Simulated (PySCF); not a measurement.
A survey of ²⁹Si NMR shifts

[PySCF 2.14.0 with density-fitted response routines: PBE0/pcSseg-1 with gauge-including orbitals; GFN2-xTB structure; non-relativistic Hamiltonian; no solvent; one computed conformer; averaged over atoms made equivalent by symmetry, fast rotation or ring inversion]

Shieldings were converted by a linear fit to measured shifts: ²⁹Si: δ = 279.94 − 0.822σ (rms 8.9 ppm, 72 shifts, 25.8 ppm with the 6 outliers that the fit left out vs TMS, solution or neat liquid). Occasional misses reach two or three times the rms, and more in compound classes unlike the fitted ones.

Q: Give the ²⁹Si shifts of `FC(F)[SiH2]O[SiH2]O[SiH3]`, `FC(F)[SiH2]O[SiH2]O[SiH3]`, `N[Si@@H]1CC[C@@H]1F`, `CC(=O)O[SiH2]C(=O)O`, `C=C(F)[SiH2]NC`, `F[C@@H]1CN[SiH2]C1`.

A: 
| compound | environment | δ (ppm) |
| --- | --- | --- |
| [F:1][CH:2]([F:3])[SiH2:4][O:5][SiH2:6][O:7][SiH3:8] | Si4: silicon bonded to C, O, 2 H | -39.2 |
| [F:1][CH:2]([F:3])[SiH2:4][O:5][SiH2:6][O:7][SiH3:8] | Si8: silicon bonded to O, 3 H | -42.3 |
| [F:1][CH:2]([F:3])[SiH2:4][O:5][SiH2:6][O:7][SiH3:8] | Si6: silicon bonded to 2 O, 2 H | -46.7 |
| [F:1][CH:2]([F:3])[SiH2:4][O:5][SiH2:6][O:7][SiH3:8] | Si4: silicon bonded to C, O, 2 H | -39.2 |
| [F:1][CH:2]([F:3])[SiH2:4][O:5][SiH2:6][O:7][SiH3:8] | Si8: silicon bonded to O, 3 H | -42.3 |
| [F:1][CH:2]([F:3])[SiH2:4][O:5][SiH2:6][O:7][SiH3:8] | Si6: silicon bonded to 2 O, 2 H | -46.7 |
| N[Si@@H]1CC[C@@H]1F | silicon bonded to 2 C, N, H, in a 4-membered ring | -11.3 |
| CC(=O)O[SiH2]C(=O)O | silicon bonded to C, O, 2 H | -47.8 |
| C=C(F)[SiH2]NC | silicon bonded to C, N, 2 H | -46.0 |
| F[C@@H]1CN[SiH2]C1 | silicon bonded to C, N, 2 H, in a 5-membered ring | -30.0 |

Q: Order these by ²⁹Si shift, lowest first.
A. CC(=O)O[SiH2]C(=O)O
B. F[C@@H]1CN[SiH2]C1
C. N[Si@@H]1CC[C@@H]1F

A: A (-47.8 ppm, silicon bonded to C, O, 2 H), B (-30.0 ppm, silicon bonded to C, N, 2 H, in a 5-membered ring), C (-11.3 ppm, silicon bonded to 2 C, N, H, in a 4-membered ring).
